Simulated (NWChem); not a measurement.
# CH2BrF; SMILES FCBr

All runs: NWChem. Pople sets run with spherical d functions. Medium grid unless said otherwise, to which SCAN and Minnesota functionals are sensitive. The geometry was optimised at B3LYP/6-31G* (spherical d). Hybrids' shares of exact exchange are those that their runs print; pure functionals count as 0. The functionals differ in more than this share.

```csv
row,share of exact exchange,orbital gap (eV)
PBE/6-31G*,0.00,5.51
SCAN/6-31G*,0.00,6.07
B3LYP/6-31G*,0.20,7.36
PBE0/6-31G*,0.25,withheld
BHandHLYP/6-31G*,0.50,10.21
```

**Question.** Fit a straight line of the last column on the one before it, predict the withheld value, and compare with the run.

**Answer.** 
1. Means of the 4 shown rows: x = 0.175, y = 7.288. Slope Σ(x − x̄)(y − ȳ)/Σ(x − x̄)² = 1.476/0.1675 = 8.810; intercept 5.746.
2. The shown rows scatter about the line by 0.216 (root mean square); the largest residual is +0.32, at SCAN/6-31G*.
3. At x = 0.25 (PBE0/6-31G*; inside the shown range) the line gives 7.95.
4. The run gives 7.91, -0.04 from the line, 0.2 times the scatter.
